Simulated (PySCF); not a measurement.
PySCF 2.14 output of an unrestricted PBE0 calculation on a single atom or ion in def2-TZVP, with no relativity, point nucleus:

```
SCF conv_tol = 1e-09
number electrons alpha = 9  beta = 6
    C. Adamo and V. Barone.,  J. Chem. Phys. 110, 6158 (1999)
    M. Ernzerhof and G. E. Scuseria.,  J. Chem. Phys. 110, 5029 (1999)
cycle= 1 E= -341.135025640922  delta_E= -0.00345  |g|= 0.00938  |ddm|= 0.0951
cycle= 2 E= -341.135055396417  delta_E= -2.98e-05  |g|= 0.00189  |ddm|= 0.0165
cycle= 3 E= -341.135057810573  delta_E= -2.41e-06  |g|= 0.000673  |ddm|= 0.00537
cycle= 4 E= -341.135057931064  delta_E= -1.2e-07  |g|= 7.5e-05  |ddm|= 0.000744
cycle= 5 E= -341.135057932401  delta_E= -1.34e-09  |g|= 4.23e-06  |ddm|= 0.000127
cycle= 6 E= -341.135057932421  delta_E= -2.06e-11  |g|= 1.93e-07  |ddm|= 2.11e-05
converged SCF energy = -341.135057932421  <S^2> = 3.7500325  2S+1 = 4.0000162
```

The run itself started from symmetry-adapted Hartree-Fock orbitals and held the occupation by maximum overlap, on a logarithmic radial grid, so the iterations belong to that start.

Q: Which element, charge and spin multiplicity is this?

A: P (phosphorus, neutral), multiplicity 4; the state was [Ne] 3s2 3p3, high-spin 4S determinant.
